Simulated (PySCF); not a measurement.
ZrFH3, SMILES [F][ZrH3], multiplicity 1. Geometry: PBE-D3(BJ)/def2-TZVP. The multiplicity is an assumed one; no other spin state was optimised. The structure was generated by enumeration; whether it is a known compound was not checked. The def2 effective core potentials stand for the cores of Zr; spin–orbit coupling is left out.

Computed equilibrium geometry at PBE-D3(BJ)/def2-TZVP (PySCF confirms it by a frequency run) as bond lengths and angles, and its point group:
point group C3v.
Atoms: Zr1 F2 H3 H4 H5. Bond lengths (Å): Zr1–F2 1.885, Zr1–H3 1.856, Zr1–H4 1.856, Zr1–H5 1.856. Bond angles (°): F2–Zr1–H3 107.8, F2–Zr1–H4 107.8, F2–Zr1–H5 107.8, H3–Zr1–H4 111.1, H3–Zr1–H5 111.1, H4–Zr1–H5 111.1.
